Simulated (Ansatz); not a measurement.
Molecule: ZrO$_{2}$, charge -1, multiplicity 2. The spin state was set by rule; other spins were not relaxed. SMILES of the parent species: [O]=[Zr]=[O]
Coordinates optimised at B3LYP-D3(BJ)/def2-TZVP (Ansatz, a quantum-chemistry and plane-wave program):
```
Zr
O 1 1.8129
O 1 1.8129 2 110.22
```
Charge -1, spin multiplicity 2.

**Question.** Give the harmonic wavenumbers at B3LYP-D3(BJ)/def2-TZVP (Ansatz, finite differences of forces, unscaled).

**Answer.** 280, 808, 877 cm⁻¹. Zero-point energy 2.8 kcal/mol.

**Question.** From these and the geometry, give the ideal-gas thermochemistry at 298.15 K and 1 atm (rigid rotor, harmonic oscillator).

**Answer.** Point group C2v, rotational symmetry number 2. Rotational constants 19.84, 7.142, 5.252 GHz. S(trans) 40.34, S(rot) 22.21, S(vib) 1.89, S(elec, spin only) 1.38, S 65.8 cal/(mol K). H(298) - H(0) 2.73 kcal/mol; G - E(el) -14.1 kcal/mol.
